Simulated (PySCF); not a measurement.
C5H6Si, SMILES C#C[SiH2]C#CC. Coordinates come from a PBE-D3(BJ)/def2-SVP optimisation. The structure was generated by enumeration, and PubChem lists no compound with its InChIKey, so it may never have been made.

Computed equilibrium geometry at PBE-D3(BJ)/def2-SVP (PySCF confirms it by a frequency run) as Cartesian coordinates in Å:
```xyz
12

C     -2.7953     1.5403     0.1599
C     -2.0538     0.5668     0.0521
Si    -0.9497    -0.8973    -0.1102
C      0.8048    -0.3898    -0.0398
C      1.9865    -0.0472     0.0077
C      3.3807     0.3591     0.0639
H     -3.4480     2.3985     0.2550
H     -1.2533    -1.8552     1.0071
H     -1.2372    -1.5739    -1.4208
H      3.9338     0.0268    -0.8394
H      3.8909    -0.0729     0.9502
H      3.4728     1.4636     0.1276
```
